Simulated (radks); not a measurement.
All-electron atom: the technetium ion Tc3+ in [Kr] 4d2 5s1 5p1 (not the ground configuration). Method: Dirac Kohn-Sham, PBE, spin-unpolarised, spherical densities, point nucleus; open shells fill j = l - 1/2 first; computed with a radial shooting solver on a logarithmic mesh with Libxc functionals.

X-ray form factor f0, the Fourier transform of the density (f0(0) = 40):

| sin(theta)/lambda (1/angstrom) | f0 (electrons) |
|---|---|
| 0.05 | 39.373 |
| 0.1 | 37.720 |
| 0.15 | 35.538 |
| 0.2 | 33.250 |
| 0.25 | 31.064 |
| 0.3 | 29.032 |
| 0.4 | 25.428 |
| 0.5 | 22.454 |
| 0.6 | 20.071 |
| 0.8 | 16.421 |
| 1 | 13.432 |
| 1.25 | 10.356 |
| 1.5 | 8.175 |
| 2 | 5.959 |
